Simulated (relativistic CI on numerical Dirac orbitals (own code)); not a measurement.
**Crystal-field levels of Rh⁴⁺, 4d5**

Calculated by Dirac-Coulomb-Breit CI, KLI orbitals optimised for each configuration, model QED, valence Slater integrals scaled by 0.8, one configuration in a parametric crystal field (own radial code).

Field parameters in Wybourne normalisation: Oh B⁴₀ = 21Dq, B⁴₄ = √(5/14) B⁴₀. The field is a parameter set, without covalency.

S is read from ⟨S²⟩ = S(S + 1).

Levels (cm⁻¹, degeneracy): 0 (2), 2780 (4), 15937 (4), 16275 (2), 17349 (4), 17698 (2), 21600 (4), 21709 (2), 22925 (2), 23046 (4), 23325 (4), 23382 (2).

(1) Which field gives this pattern?
A. Oh, 10Dq = 30450 cm⁻¹
B. Oh, 10Dq = 24650 cm⁻¹
C. Oh, 10Dq = 36250 cm⁻¹
D. Oh, 10Dq = 7250 cm⁻¹

## Answers

(1) A. Oh, 10Dq = 30450 cm⁻¹, ground level with S = 0.54.
